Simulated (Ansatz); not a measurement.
octasulfur (S8), SMILES S1SSSSSSS1. Atoms are numbered in the order given.

```xyz
8

S      0.0808     1.8669     1.7174
S     -1.0517     1.6231     0.0000
S      0.0808     1.8669    -1.7174
S      0.9833    -0.0565    -2.0799
S     -0.5629    -1.4105    -1.7353
S      0.0494    -2.4227     0.0000
S     -0.5629    -1.4105     1.7353
S      0.9833    -0.0565     2.0799
```
Charge 0, spin multiplicity 1.

The structure is a stationary point at B3LYP-D3(BJ)/def2-SVP.

Two levels are set side by side: PBE-D3(BJ)/def2-SVP (Ansatz, an electronic-structure program) and B3LYP-D3(BJ)/def2-SVP (Ansatz). Each level has its own optimised geometry; the coordinates shown are those of the second. Differences are taken from unrounded values.

```tsv
quantity	B3LYP-D3(BJ)	PBE-D3(BJ)	PBE-D3(BJ) minus B3LYP-D3(BJ)
mean bond length (Å)	2.103	2.106	0.003
bond S1–S2 (Å)	2.072	2.071	-0.001
bond S1–S8 (Å)	2.155	2.176	0.021
bond S2–S3 (Å)	2.072	2.071	-0.001
bond S3–S4 (Å)	2.155	2.176	0.021
bond S4–S5 (Å)	2.084	2.070	-0.014
bond S5–S6 (Å)	2.100	2.108	0.008
bond S6–S7 (Å)	2.100	2.108	0.008
bond S7–S8 (Å)	2.084	2.070	-0.014
```

Here PBE gives about what the other level gives.
